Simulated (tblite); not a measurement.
**Question.** What does the GFN2-xTB structure of InChI=1S/C7H10O/c1-2-4-7-5-3-6-8-7/h3,5-6H,2,4H2,1H3 look like in three dimensions?

**Answer.** 
```xyz
18
C7H10O angstrom
C      1.956    1.005    0.117
C      1.779   -0.451   -0.293
C      0.640   -1.127    0.482
C     -0.679   -0.492    0.201
C     -1.473   -0.505   -0.909
C     -2.594    0.306   -0.607
C     -2.399    0.752    0.661
O     -1.244    0.276    1.157
H      1.049    1.570   -0.084
H      2.177    1.078    1.179
H      2.773    1.461   -0.437
H      2.705   -0.999   -0.106
H      1.564   -0.506   -1.362
H      0.598   -2.184    0.207
H      0.835   -1.055    1.554
H     -1.288   -1.031   -1.824
H     -3.424    0.522   -1.248
H     -2.985    1.384    1.300
```

Orientation and origin are arbitrary. Atoms count from 1 in this order. The 6 C–C bonds span 1.359 Å (C6–C7, aromatic) to 1.535 Å (C2–C3, drawn single), a spread of 0.176 Å. Of the pairs four or more bonds apart, C4···H9 is among the closest relative to their van der Waals radii: 2.70 Å, 93 % of the sum of Bondi's values. The 5-membered ring C4–C5–C6–C7–O8 has internal angles of 105.9° to 110.6° (sum 540°, against 540° for a flat polygon); it is planar, 0.00 Å rms from its mean plane, widest ring torsion 0°.

Bonds between heavy atoms (Å): C1–C2 1.523, C2–C3 1.535, C3–C4 1.491, C4–C5 1.364, C5–C6 1.417, C6–C7 1.359, C7–O8 1.345, C4–O8 1.350.

Structure optimised with GFN2-xTB, isolated species.

Point group: C1 (no symmetry element, even within 0.4 Å). Its GFN2-xTB frequencies are all real (lowest 31 cm⁻¹). The numbers are those of one conformer (C1–C2–C3–C4 63°, C2–C3–C4–C5 71°).

All values are computed, not measured.
